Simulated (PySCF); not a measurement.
Species: C8H13P.
Z-matrix (Å and degrees, GFN2-xTB geometry), rows numbered from 1:
```
C 
C   1  1.5220
C   2  1.5251  1  111.64
P   3  1.8719  2  112.48  1    64.23
C   4  1.8150  3   98.99  2    81.76
C   5  1.3253  4  121.97  3   133.79
C   6  1.5008  5  123.20  4    -2.86
C   7  1.5011  6  111.63  5   -36.80
C   8  1.3256  7  123.22  6    36.51
H   1  1.0876  2  110.91  3  -177.34
H   1  1.0879  2  110.50  3    62.22
H   1  1.0889  2  109.86  3   -57.30
H   2  1.0927  1  109.33  3   121.50
H   2  1.0940  1  109.62  3  -120.98
H   3  1.0940  2  110.80  1  -173.87
H   3  1.0941  2  109.60  1   -54.34
H   5  1.0820  4  116.54  3   -49.36
H   6  1.0823  5  120.72  4   178.75
H   7  1.0919  6  110.05  5  -159.21
H   7  1.0968  6  108.92  5    83.48
H   8  1.0824  7  116.01  6  -142.02
H   9  1.0823  4  116.41  3    48.59
```

NICS = −σ at a ghost point: NICS(0) at the centroid of the ring atoms, NICS(1) 1 Å to either side along the normal of their mean plane, zz for the tensor component along that normal. Level: GIAO PBE0/pcSseg-1 (PySCF, non-relativistic, gas phase) on the GFN2-xTB geometry, one conformer.

Ring bond lengths (Å), with Mayer bond orders in brackets: P4–C5 1.815 (0.93), C5–C6 1.325 (1.92), C6–C7 1.501 (1.05), C7–C8 1.501 (1.05), C8–C9 1.326 (1.91), C9–P4 1.814 (0.94).

What do the NICS probes read (ppm)?

```
             ring                                                     type  NICS(0)  NICS(1), two faces  NICS(1)zz, two faces  rms pucker (Å)  centre to ring atoms, mean (Å)
P4–C5–C6–C7–C8–C9  6-membered ring with P; formal bonds 2 double, 4 single     -2.5         -2.4 / -5.2           -1.5 / -5.2            0.24                            1.51
```

What can be read from them?

- P4–C5–C6–C7–C8–C9: mean NICS(1)zz -3.4 ppm, shielded. C7 has four or more neighbours, so the value isn't read as a sign of a π ring current. The two faces differ by 3.7 ppm, so no symmetry operation interchanges them.

Give the inner angles of the rings and the Hirshfeld charges of the ring atoms.

- P4–C5–C6–C7–C8–C9: P4 95.4° (+0.165 e), C5 122.0° (-0.111 e), C6 123.2° (-0.047 e), C7 111.6° (-0.072 e), C8 123.2° (-0.048 e), C9 121.9° (-0.111 e); sum 697.4° against 720° for a flat convex ring.

What are the shieldings of the ring atoms and their hydrogens in the same run (means over atoms taken as equivalent)?

| atoms | environment | σ isotropic (ppm) |
| --- | --- | --- |
| P4 | phosphine phosphorus | 402.2 |
| C5 (×2) | alkene CH carbon | 48.7 |
| C6 (×2) | alkene CH carbon | 51.8 |
| C7 | allylic carbon | 153.4 |
| H17 (×2) | vinylic hydrogen | 25.25 |
| H18 (×2) | vinylic hydrogen | 25.25 |
| H19 (×2) | methylene hydrogen | 28.88 |
